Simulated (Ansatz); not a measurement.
The molecule AsO, multiplicity 2 (the spin of the measured ground state). No spin–orbit coupling. As is treated without relativity.

D_e counts from the fitted minimum to each atom's lowest state at the same level, without counterpoise.

Codes used: Ansatz (an electronic-structure program). Each number belongs to the level named beside it.

| level | bond energy D_e (kcal/mol) |
|---|---|
| SVWN5/def2-TZVPP | 154.11 |
| PBE/def2-TZVPP | ? |
| r2SCAN/def2-TZVPP | 115.03 |
| B97M-V/def2-TZVPP | 116.08 |
| B3LYP/def2-TZVPP | 115.54 |
| PBE0/def2-TZVPP | ? |
| CAM-B3LYP/def2-TZVPP | 114.41 |
| wB97X-V/def2-TZVPP | 116.91 |
| wB97M-V/def2-TZVPP | 112.92 |

Q: Some entries are withheld; supply them.

A: 
- PBE/def2-TZVPP, bond energy D_e (kcal/mol): 127.51
- PBE0/def2-TZVPP, bond energy D_e (kcal/mol): 109.35
